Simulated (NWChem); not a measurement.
Molecule: CF₂, singlet; SMILES F[C]F

```xyz
3

F      1.0237     0.0000    -0.1971
C      0.0000     0.0000     0.5910
F     -1.0237     0.0000    -0.1971
```
Atoms are numbered in this order, from 1.

Computed with NWChem. Low-valent species are run as closed-shell singlets; no triplet was tried in these runs. Geometry: optimised at PBE0/def2-SVP. Level: M06-2X/def2-SVP with SMD (1 M gas to 1 M solution), gas-phase geometry.

Problem. What does the run give for solvent water? Quantities: solvation free energy (kcal/mol); cavity-dispersion-structure term (kcal/mol); dipole in solution (D).

Solution. 
```
Item                                         Value
-------------------------------------------  -----
solvation free energy (kcal/mol)               3.5
cavity-dispersion-structure term (kcal/mol)    5.5
dipole in solution (D)                        0.77
```
